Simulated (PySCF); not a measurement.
**Spin states and ions at one geometry of Hg2F4**

PySCF 2.14.0, RKS TPSS, Hg def2-SVP with ECP60, F def2-SVP; non-relativistic Hamiltonian with scalar-relativistic core potentials where named; density fitting; no spin-orbit coupling; singlets restricted, open shells unrestricted. The geometry is relaxed for charge 0, singlet, vacuum:

```xyz
6

Hg   -0.4142    0.0000    1.7978
Hg    0.4142    0.0000   -1.7978
F     1.3736    0.0000   -0.0618
F    -1.3736    0.0000    0.0618
F     0.4217    0.0000    3.5467
F    -0.4217    0.0000   -3.5467
```

Energies count from the relaxed state; an electron taken off or put on is at rest in vacuum. Charges and spins are Mulliken's.

Task: Order these states by energy, lowest first.
A. charge 0, singlet, vacuum
B. charge +1, doublet, vacuum
C. charge 0, triplet, vacuum
D. charge -1, doublet, vacuum

Result: D (-1.02 eV), A (0.00 eV), C (4.26 eV), B (10.86 eV).

Task: How do charge and spin on the first atom follow?

Result: 
```tsv
state	spin squared	charge on Hg1 (e)	spin on Hg1 (e)	dipole about the centre of mass (D)
charge 0, singlet, vacuum	0.00	0.78	0.00	0.00
charge 0, triplet, vacuum	2.00	0.62	0.44	0.00
charge +1, doublet, vacuum	0.75	1.01	0.07	0.00
charge -1, doublet, vacuum	0.75	0.37	0.34	0.00
```

With an electron taken off (doublet) the charges change, summed by element, by Hg +0.46 e, F +0.54 e. The vertical ionisation energy is 10.86 eV, against −ε(HOMO) = 7.98 eV of the relaxed state. The level lies 2.9 eV too high, as is usual for semilocal functionals and global hybrids, which keep a self-interaction error.

With an electron put on (doublet) the charges change, summed by element, by Hg -0.81 e, F -0.19 e. The vertical electron affinity is 1.02 eV, against −ε(LUMO) = 3.62 eV of the relaxed state. The basis has no diffuse functions, which an added electron needs. The added electron's level lies above zero.

Open shells may have lower solutions than those found. Hard to converge, so the more doubtful: charge 0, triplet, vacuum.

No frequency check is given that shows the relaxed geometry to be a minimum.
